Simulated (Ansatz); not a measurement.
Z-matrix (Å, degrees):
```
Si
C 1 1.900
H 1 1.487 2 110.4
H 1 1.487 2 110.4 3 -119.8
H 1 1.488 2 107.3 3 120.1
Si 2 1.898 1 121.2 3 59.9
N 2 1.279 1 122.6 3 -120.1
H 6 1.481 2 110.2 1 -179.9
H 6 1.488 2 108.8 1 58.5
H 6 1.488 2 108.8 1 -58.4
H 7 1.026 2 111.9 1 -0.0
```

Total charge 0; spin multiplicity 1.

Problem. List the B3LYP/def2-TZVPP orbital energies in eV (Ansatz). (Best estimate.)

Solution. The calculation gave: Occupied: -1799.20, -1798.98, -389.93, -277.98, -143.77, -143.54, -99.09, -99.07, -99.07, -98.86, -98.85, -98.85, -24.89, -17.13, -15.30, -14.16, -11.95, -10.63, -10.56, -9.78, -9.66, -9.47, -9.03, -6.79. Lowest empty: -1.60, -0.06, 0.12, 0.83, 0.93, 1.09, 1.54, 1.66.

B3LYP here is the variant with VWN-RPA as its local correlation; programs differ in this.
